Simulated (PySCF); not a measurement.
The PySCF input:
```python
from pyscf import gto, scf, dft

mol = gto.Mole()
mol.atom = '''
    Br   -0.00000000   -0.00000000   -1.14062493
    Br    0.00000000    0.00000000    1.14062493
'''
mol.basis = '6-31g*'
mol.verbose = 4
mol.build()

mf = dft.RKS(mol)
mf.xc = 'wb97m_v'
mf = mf.density_fit(auxbasis='def2-universal-jkfit')
mf.kernel()
```

Give the nuclear repulsion energy at the level DF-WB97M-V/6-31G* run with PySCF.

284.1609 Eh

Give the HOMO energy at the level DF-WB97M-V/6-31G*.

-10.30 eV

Give the number of basis functions at the level DF-WB97M-V/6-31G*.

64

Estimate the HOMO-LUMO gap that DF-WB97M-V/6-31G* returns for this input.

8.83 eV

Roughly what does it cost on one core?

around 26 core-seconds (rough).
